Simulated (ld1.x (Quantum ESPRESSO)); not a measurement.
## Transferability test, TM potential for Mn (Z = 25)

* Element: manganese (Mn)
* Generator: ld1.x (Quantum ESPRESSO) 7.5
* Type: norm-conserving Troullier–Martins (Kleinman–Bylander form)
* Functional: PBE
* Relativity: scalar-relativistic
* Frozen core: [Ne] 3s2
* Valence charge: 13
* Reference configuration: 3p6 3d5 4s0 4p0 (charge +2)
* Partial waves: 4s (bound, empty): rc 1.95 bohr; 3p (bound): rc 1.00 bohr; 3d (bound): rc 0.95 bohr
* Local potential: the d channel
* Core correction: a·sin(br)/r model core, default radius (core density twice the valence density)

Energies are relative to the spin-unpolarised reference configuration 3p6 3d5 4s0 4p0; without spin polarisation the order of configurations can differ from experiment.

```
valence configuration  charge  ΔE all-electron (eV)  error AE − PS (meV)
      3p6 3d5 4s2 4p0       0               -24.015                 -5.6
      3p6 3d4 4s0 4p0      +3                32.519                  -42
      3p6 3d5 4s1 4p1       0               -20.158                 +3.6
      3p6 3d6 4s1 4p0       0               -24.373                  +40
  3p6 3d5.5 4s1.5 4p0       0               -24.497                  +39
      3p6 3d4 4s2 4p1       0               -16.214                 -179
```

Question: What are ΔE and the potential's error for 3p6 3d5 4s1 4p0?

Answer: ΔE = -15.599 eV all-electron; the error (AE − PS) is -4.5 meV.

Levels in the configuration 3p6 3d5.5 4s1.5 4p0:

| level | all-electron (eV) | pseudo (eV) |
| --- | --- | --- |
| 3p | -52.336 | -52.428 |
| 3d | -4.891 | -4.950 |
| 4s | -4.583 | -4.601 |

These tests converged, but a pseudo level misses the all-electron one widely, so the file describes the atom poorly there or has found another state: 3p6 3d4 4s0 4p0: empty 4s by 4.0 eV (a node warning on the way).

Note: ghost state, extra bound levels that the all-electron valence spectrum of the same l lacks: s at -418.7 eV. A true bound ghost makes a file unfit for plane-wave use.
